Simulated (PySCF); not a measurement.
Structure problem from calculated spectra and properties.

Formula: C6H12OP2.

| Item | Value |
| --- | --- |
| UV, strongest line | among the 10 lowest singlet transitions: S8 at 6.98 eV (178 nm, f = 0.138) [TDDFT PBE0/def2-SVPD] |
| Rotational structure | rotational constants A, B, C: 2.482, 0.772, 0.716 GHz [PBE0-D3(BJ)/def2-SVP] |
| Valence photoelectron | vertical ionisation energy: 8.80 eV [ΔSCF PBE0/def2-SVPD] |
| UV, first state | lowest singlet excitation: 5.37 eV (231 nm, f = 0.001) [TDDFT PBE0/def2-SVPD] |
| 13C NMR | chemical shifts (computed TMS as zero) by class: 147.2 (1 C), 140.6 (1 C), 29.8 (2 C), 15.2 (2 C) ppm [GIAO PBE0/pcSseg-1] |
| Triplet | lowest triplet excitation (Tamm–Dancoff): 4.23 eV [TDA PBE0/def2-SVPD] |
| NMR, other nuclei | isotropic shieldings of nuclei other than C and H, by class: 261 (1 O), 312 (1 P), 415 (1 P) ppm [GIAO PBE0/pcSseg-1] |
| Polarisability | 120.4 au [PBE0/def2-SVPD] |
| Dipole | 2.84 D [PBE0/def2-SVPD] |
| 1H NMR | chemical shifts (computed TMS as zero) by class: 7.00 (1 H), 6.56 (1 H), 6.09 (1 H), 3.75 (1 H), 2.80 (2 H), 1.76 (2 H), 1.50 (2 H), 1.24 (2 H) ppm [GIAO PBE0/pcSseg-1] |

The electronic properties come from PySCF, for the isolated species, density fitting. Levels stand in brackets. NMR shifts are as computed; neighbouring signals can stand in another order in a measured spectrum. Geometry: PBE0-D3(BJ)/def2-SVP, one conformer, isolated molecule. NMR classes are plain means over equivalent atoms (diastereotopic ones count apart unless rotation or inversion swaps them), as if these changed places fast.

Q: Give a SMILES that accounts for the data.

A: Numbering: `[CH2:1]=[CH:2][P:3]1(=[O:4])[CH2:5][CH2:6][PH:7][CH2:8][CH2:9]1`. 6 carbons fall into 4 classes; from least to most shielded: terminal =CH2 carbon [C1] (147.2 ppm), alkene CH carbon [C2] (140.6 ppm), ring sp3 carbon bound to phosphorus [C5/C9] (29.8 ppm, 2 C), ring sp3 carbon bound to phosphorus [C6/C8] (15.2 ppm, 2 C). Hydrogen classes from least to most shielded: 1 H on a terminal =CH2 carbon, C1 (7.00 ppm), 1 H on a terminal =CH2 carbon, C1 (6.56 ppm), 1 H on an alkene CH carbon, C2 (6.09 ppm), 1 H on a phosphine phosphorus, P7 (3.75 ppm), 2 H on 2 like atoms (sp3 carbon bound to phosphorus), C6/C8 (2.80 ppm), 2 H on 2 like atoms (sp3 carbon bound to phosphorus), C5/C9 (1.76 ppm), 2 H on 2 like atoms (sp3 carbon bound to phosphorus), C6/C8 (1.50 ppm), 2 H on 2 like atoms (sp3 carbon bound to phosphorus), C5/C9 (1.24 ppm). The other shieldings belong to: 261 ppm, phosphoryl oxygen [O4]; 312 ppm, phosphoryl phosphorus [P3]; 415 ppm, phosphine phosphorus [P7]. S1 is mainly HOMO→LUMO (weight 0.90); the largest Löwdin shares of the orbital it empties are 0.60 on the phosphine phosphorus, 0.11 on each of 2 atoms of one kind (sp3 carbon bound to phosphorus) and 0.07 on the P–H hydrogen, of the orbital it fills 0.39 on the terminal =CH2 carbon, 0.31 on the alkene CH carbon, 0.07 on the phosphoryl phosphorus and 0.06 on a vinylic hydrogen. The optimised geometry has point group Cs and is an asymmetric top. Structure: `C(=C)P1(=O)CCPCC1`. Computed isomers that give other values at the same levels: `C/C=C/[P@@](C)(=O)/C=C/P` (rotational constant A: 1.757 GHz; this holds for the one conformer computed); `C=CC/P=P/CCCO` (13C chemical shifts (computed TMS as zero) by class: 145.3 (1 C), 124.6 (1 C), 67.9 (1 C), 47.4 (1 C), 39.2 (1 C), 38.1 (1 C) ppm). The assignments are read from this structure; whether some other isomer fits the data as well wasn't checked.
